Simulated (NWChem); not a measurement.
Species: N-methylmethanimine (C₂H₅N); SMILES C=NC

All runs: NWChem. Pople sets run with spherical d functions. Each level has its own optimisation. Computed dipoles belong to the equilibrium geometry; the measured one is vibrationally averaged.

Measured dipole moment: 1.53 D (NIST CCCBDB, as tabulated in the package chemicals).

```
level                                 dipole moment (D)  computed − measured
------------------------------------  -----------------  -------------------
Hartree-Fock/STO-3G                                1.60                +0.07
Hartree-Fock/3-21G                                 1.84                +0.31
Hartree-Fock/6-31G*                                1.73                +0.20
B3LYP/6-31G*                                       1.43                -0.10
LDA (Slater exchange, VWN5)/def2-SVP                [?]                  [?]
PBE/def2-SVP                                       1.27                -0.26
BLYP/def2-SVP                                       [?]                  [?]
PBE0/def2-SVP                                      1.42                -0.11
```

Question: Some entries are withheld; supply them.

Answer: 
- BLYP/def2-SVP, dipole moment (D): 1.24
- BLYP/def2-SVP, computed − measured: -0.29
- LDA (Slater exchange, VWN5)/def2-SVP, dipole moment (D): 1.24
- LDA (Slater exchange, VWN5)/def2-SVP, computed − measured: -0.29
